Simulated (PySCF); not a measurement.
C7H9 (charge +1).
Cartesian coordinates in Å at the GFN2-xTB level; atoms count from 1:
```
atom  x, y, z in Å
C1    -1.4108    1.1724    0.4031
C2    -0.8897   -0.0460    0.3970
C3    -1.3415   -1.1733   -0.4626
C4     0.2662   -0.3912    1.3749
C5     1.3138    0.1080    0.5490
C6     2.1175    1.1629    0.0908
C7     2.1574   -0.0227   -0.5657
H8    -2.2669    1.4112   -0.2042
H9    -1.0461    1.9623    1.0372
H10   -0.5113   -1.6147   -1.0114
H11   -2.0876   -0.8346   -1.1757
H12   -1.7860   -1.9568    0.1506
H13    0.3065   -1.4678    1.5324
H14    0.1604    0.1471    2.3152
H15    2.4582    2.1698    0.1844
H16    2.5522   -0.6177   -1.3589
```

Method: TDDFT CAM-B3LYP/def2-SVPD, vertical, gas phase, core orbitals frozen in the response (PySCF 2.14.0, density-fitted response routines).

Ground-to-excited transition dipoles (e·a0, same axes as the geometry; the sign carries no meaning), for the states with f of 0.002 or more among the lowest 7:

| state | E (eV) | μx | μy | μz |
| --- | --- | --- | --- | --- |
| S1 | 4.764 | -0.888 | 0.287 | 0.004 |
| S2 | 5.026 | 0.447 | -0.112 | -0.097 |
| S3 | 6.651 | -0.546 | 0.073 | 0.100 |
| S4 | 6.887 | -0.181 | 0.091 | 0.044 |
| S5 | 6.955 | 0.593 | 0.035 | -0.116 |
| S6 | 7.261 | 0.086 | -0.266 | -0.086 |
| S7 | 7.607 | 0.244 | -0.876 | -0.063 |

(1) What oscillator strength does each state have?

(2) Which bond between heavy atoms lies closest to the direction of the S7 transition dipole?

(3) What angle do the transition dipoles of S3 and S5 make?

(4) What peak molar absorption coefficient would the strongest computed level give as a lone Gaussian band 0.3 eV wide at half height?

## Answers

(1) f = (2/3) ΔE |μ|² with ΔE in hartree (27.2114 eV).

| state | \|μ\|² (au) | \|μ\| (D) | f |
| --- | --- | --- | --- |
| S1 | 0.871 | 2.37 | 0.102 |
| S2 | 0.222 | 1.20 | 0.027 |
| S3 | 0.314 | 1.42 | 0.051 |
| S4 | 0.043 | 0.53 | 0.007 |
| S5 | 0.366 | 1.54 | 0.062 |
| S6 | 0.086 | 0.74 | 0.015 |
| S7 | 0.830 | 2.32 | 0.155 |

(2) C1–C2, at 8° from it; next C6–C7 at 28°.

(3) |cos θ| = |μa·μb| / (|μa| |μb|) = 0.98, so θ ≈ 11° (taken between 0 and 90°, since the signs are arbitrary).

(4) ε(max) = 2.175×10⁸ f / FWHM, with the width in cm⁻¹. S7: 2.175×10⁸ × 0.1547 / 2420 ≈ 14000 L mol⁻¹ cm⁻¹.

Time: 74 s; peak memory 0.96 GiB. Hardware: one thread of an Arm Neoverse N1 (shared host).

One conformer stands for the species.
